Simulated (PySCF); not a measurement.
**Steps of a relaxation of [HfF3(NH3)]+**

[HfF3(NH3)]+ (singlet). PySCF 2.14.0, RKS PBE0, Hf def2-SVP with ECP60, F def2-SVP, N def2-SVP, H def2-SVP; non-relativistic Hamiltonian with scalar-relativistic core potentials where named; density fitting; no spin-orbit coupling. Origin of the start: template. Columns: position (Å) and force (eV/Å). Energies are counted from the last step; some of the 10 steps are shown. Forces carry noise of the integration grid, about 0.01 to 0.03 eV/Å.

Run from Python with OMP_NUM_THREADS=2. Where DIIS fails, smearing, a level shift and second-order steps follow.
It took 43 s on 2 threads of Arm Neoverse V2, on a shared host, from the converged density of the start.

```xyz
8
step 0  E = 0.089 eV
Hf    0.0092   -0.0092    0.0092     0.38   -0.38    0.38
F     1.0817    1.0633    1.0817     0.24    0.47    0.24
F    -1.0633   -1.0817    1.0817    -0.47   -0.24    0.24
F     1.0817   -1.0817   -1.0633     0.24   -0.24   -0.47
N    -1.2841    1.2841   -1.2841     0.04   -0.04    0.04
H    -1.8972    1.8972   -0.7470    -0.29    0.29    0.14
H    -0.7470    1.8972   -1.8972     0.14    0.29   -0.29
H    -1.8972    0.7470   -1.8972    -0.29   -0.14   -0.29
```

```xyz
8
step 3  E = 0.011 eV
Hf    0.0536   -0.0536    0.0536     0.08   -0.08    0.08
F     1.0855    1.1298    1.0855    -0.10   -0.04   -0.10
F    -1.1298   -1.0855    1.0855     0.04    0.10   -0.10
F     1.0855   -1.0855   -1.1298    -0.10    0.10    0.04
N    -1.2727    1.2727   -1.2727    -0.01    0.01   -0.01
H    -1.8981    1.8981   -0.7419     0.05   -0.05   -0.03
H    -0.7419    1.8981   -1.8981    -0.03   -0.05    0.05
H    -1.8981    0.7419   -1.8981     0.05    0.03    0.05
```

```xyz
8
step 6  E = 0.001 eV
Hf    0.0713   -0.0713    0.0713    -0.08    0.08   -0.08
F     1.0553    1.1875    1.0553     0.02    0.02    0.02
F    -1.1875   -1.0553    1.0553    -0.02   -0.02    0.02
F     1.0553   -1.0553   -1.1875     0.02   -0.02   -0.02
N    -1.2487    1.2487   -1.2487     0.04   -0.04    0.04
H    -1.8720    1.8720   -0.7177     0.00    0.00    0.03
H    -0.7177    1.8720   -1.8720     0.03    0.00    0.00
H    -1.8720    0.7177   -1.8720     0.00   -0.03    0.00
```

Task: Where does the relaxation end?

Result: It converges at step 9 in C3v:
```xyz
8
step 9  E = 0
Hf    0.0694   -0.0694    0.0694
F     1.0473    1.2011    1.0473
F    -1.2011   -1.0473    1.0473
F     1.0473   -1.0473   -1.2011
N    -1.2423    1.2423   -1.2423
H    -1.8645    1.8645   -0.7078
H    -0.7078    1.8645   -1.8645
H    -1.8645    0.7078   -1.8645
```

Task: How did the contacts change?

Result: 
```json
{"contact": "Hf1–F2 (F)", "start (Å)": "1.858", "end (Å)": "1.878"}
{"contact": "Hf1–F3 (F)", "start (Å)": "1.858", "end (Å)": "1.878"}
{"contact": "Hf1–F4 (F)", "start (Å)": "1.858", "end (Å)": "1.878"}
{"contact": "Hf1–N5 (NH3)", "start (Å)": "2.240", "end (Å)": "2.272"}
```
